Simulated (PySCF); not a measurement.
## How methods differ on the ionisation energy of Kr

Kr [Kr] (1S) → Kr⁺ [Ar] 3d10 4s2 4p5 (2P), as a difference of total energies. Calculation: PySCF 2.14, in def2-TZVPPD; the non-relativistic Hamiltonian (point nucleus). Correlated levels: valence: [Ar] 3d10 frozen; valence and next inner shell: [Ne] frozen. The calculations carry no spin-orbit coupling.

Question: Order these methods by the ionisation energy they give, lowest first.
A. PBEsol
B. PW91
C. LDA
D. revPBE

Answer: D (13.992 eV), A (14.090 eV), B (14.130 eV), C (14.357 eV).

These non-relativistic numbers lack the scalar-relativistic shift.

Errors of the correlated levels include the incompleteness of this basis and the frozen core.

For comparison: 14.222 eV (measured; NIST levels, between the centres of gravity of the two terms).
